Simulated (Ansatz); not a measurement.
SiH4O4 (orthosilicic acid): methods side by side

SiH4O4 has 9 atoms, charge 0, and is taken as a singlet. As SMILES, `O[Si](O)(O)O`. Geometry: optimised at B3LYP/def2-SVP. This is one conformer, not always the lowest.

```xyz
9

O    -0.9818    0.7892   -1.0702
Si    0.0000    0.0000    0.0000
O     1.5475    0.4390   -0.3801
O    -0.0411   -1.6513   -0.0589
O    -0.5247    0.4231    1.5092
H    -0.6182    0.9152   -1.9545
H     2.2373   -0.1665   -0.0838
H    -0.7505   -2.0688    0.4437
H    -0.8686    1.3201    1.5946
```

Quantity: the dissociation energy of the O5–Si2 bond into doublet OH and doublet SiH3O3 (shapes relaxed at B3LYP/def2-SVP, no zero-point term), in eV. The values are calculated.

| level | kind | program | value (eV) | less CCSD(T)/def2-SVP | CPU time (all runs) |
| --- | --- | --- | --- | --- | --- |
| HF/def2-SVP | Hartree–Fock | Ansatz | 4.78 | -1.07 | 1.6 s |
| SVWN5/def2-SVP | LDA | Ansatz | 6.82 | +0.97 | 1.4 s |
| BLYP/def2-SVP | GGA | Ansatz | 5.71 | -0.14 | 4.1 s |
| PBE/def2-SVP | GGA | Ansatz | 5.87 | +0.02 | 3 s |
| r2SCAN/def2-SVP | meta-GGA | Ansatz | 5.85 | 0.00 | 6.7 s |
| wB97M-V/def2-SVP | range-separated hybrid | Ansatz | 6.24 | +0.39 | 12 s |
| RPA@PBE/def2-SVP | RPA | Ansatz | 5.48 | -0.37 | 4.6 s |
| MP2/def2-SVP | perturbation theory | Ansatz | 6.13 | +0.28 | 1.5 s |
| CCSD(T)/def2-SVP | coupled cluster or CI | Ansatz | 5.85 | 0.00 | 17 s |

CCSD(T)/def2-SVP is the highest level here, not the true value. The values span 4.78 to 6.82 eV. Hartree–Fock misses the correlation of the electron pair that is broken and comes out low. Measured bond enthalpies also hold zero-point and thermal terms, a few tenths of an eV less. Times are those of the runs behind each value, whatever else they computed, on shared processors of several kinds: orders of magnitude only.
